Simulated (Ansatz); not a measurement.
Ideal-gas functions of `[CH3][GeH]1[CH]=[N]1` at 500 K and 1 bar, from an Ansatz frequency run at PBE0-D4/def2-TZVP.

Molar mass 115.68 g/mol, point group C1 (symmetry number 1), electronic degeneracy 1, moments of inertia 43.649, 125.6, 143.063 u Å². Harmonic wavenumbers (cm⁻¹, unscaled): 76, 134, 203, 390, 567, 614, 668, 719, 787, 806, 857, 1128, 1265, 1449, 1455, 1677, 2184, 3069, 3081, 3160, 3170.

Use S(trans) = R[1.5 ln M + 2.5 ln T − 1.1517]; rotational temperatures θ = 24.2544 K / I; S(rot) = R[ln(√π/σ · √(T³/θAθBθC)) + 1.5]; for each mode x = 1.438777 ν̃/T, S = R[x/(eˣ − 1) − ln(1 − e⁻ˣ)] and H = RT x/(eˣ − 1); 1 cm⁻¹ = 0.0119627 kJ/mol; R = 8.31446 J/(mol·K).

Q: By hand: the entropy, in J/(mol·K).

A: Translation 178.9. Rotation: θ = 0.5557, 0.1931, 0.1695 K, giving 111.4. Vibration, mode by mode: 20.97, 16.29, 12.90, 7.78, 5.11, 4.59, 4.05, 3.61, 3.09, 2.96, 2.64, 1.42, 1.04, 0.67, 0.66, 0.39, 0.11, 0.01, 0.01, 0.01, 0.01, in all 88.3. Electronic 0.0. Sum 378.6 J/(mol·K).

Q: By hand: H − E and G − E in kJ/mol, counted from the electronic energy.

A: Zero-point energy ½ × 27459 × 0.0119627 = 164.2; thermal vibration 23.0; translation, rotation and pV give 4 RT = 16.6. H − E = 203.8 kJ/mol, and G − E = 203.8 − 500 × 378.6/1000 = 14.5 kJ/mol.

Vibration gives 23 % of the entropy, 37.3 J/(mol·K) of it from the modes under 150 cm⁻¹: soft modes count most, and the harmonic formula is weakest for them. The sum counts one conformer and one mirror image; others add a mixing term.
